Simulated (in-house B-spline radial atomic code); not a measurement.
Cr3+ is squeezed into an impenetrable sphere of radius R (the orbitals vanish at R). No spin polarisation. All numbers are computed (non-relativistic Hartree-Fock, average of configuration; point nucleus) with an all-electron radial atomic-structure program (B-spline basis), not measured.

Energies in eV above the free ion in [Ar] 3d3:

```tsv
R (bohr)	highest level (eV)	[Ar] 3d3	[Ne] 3s2 3p5 3d4	-dE/dV in [Ar] 3d3 (GPa)
8.19	-48.7	0	46.7	9.97e-07
6.39	-48.7	7.753e-05	46.7	0.000514
5.14	-48.7	0.00363	46.71	0.0355
4.24	-48.7	0.05134	46.77	0.709
3.47	-48.3	0.4627	47.28	9.41
2.95	-47.3	2.066	49.21	59.9
2.79	-46.6	3.317	50.66	110
2.37	-43	12.08	60.44	587
1.83	-26.7	72.06	123.3	6360
1.5	2.26	229.6	282.5	31600
```

Task: Does [Ne] 3s2 3p5 3d4 fall below [Ar] 3d3 under compression?

Result: No, it stays above over the whole range.

The highest level is first positive in the row R = 1.5 bohr, pushed up by confinement above the zero of the free ion's potential. Each configuration is held fixed and needn't be the lowest in the sphere.
